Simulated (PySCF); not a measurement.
## How methods differ on the ionisation energy of Nb

Nb [Kr] 4d4 5s1 (6D) → Nb⁺ [Kr] 4d4 (5D), as a difference of total energies. Computed with PySCF 2.14 in aug-cc-pwCVTZ-DK, with scalar relativity by spin-free X2C-1e. Correlated levels: valence: [Kr] frozen; valence and next inner shell: [Ar] 3d10 frozen. The calculations carry no spin-orbit coupling.

Order these methods by the ionisation energy they give, lowest first.
A. LDA
B. TPSS
C. MP2 (valence and next inner shell)
D. MP2 (valence)

D (6.462 eV), C (6.783 eV), B (6.936 eV), A (7.334 eV).

For comparison: 6.776 eV (measured; NIST levels, between the centres of gravity of the two terms).
